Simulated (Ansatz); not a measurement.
```xyz
2

Ag    0.0422   -0.0312    0.0214
H    -0.0674    0.0686    1.5353
```

Basis set: STO-3G (spherical functions). Frozen core: 14 orbitals. Charge 0, multiplicity 1.

Computed with Ansatz (development build ahead of 0.2.0); each method stands on the lowest determinant of its kind that the runs found. Restricted open shells among the atoms or ions are ROHF, correlated in semicanonical orbitals with singles.

(1) Give the atomization energy at this shape (free ground-state atoms in the same class of orbitals less the molecule, no zero-point energy) of singlet AgH by RHF-MP2, RHF.

Answers

(1)

```json
{"method": "RHF-MP2", "atomization energy": "1.80 eV"}
{"method": "RHF", "atomization energy": "1.35 eV"}
```

This basis has no polarisation functions and is too small for such energies, which can lie far from measured ones in either direction.
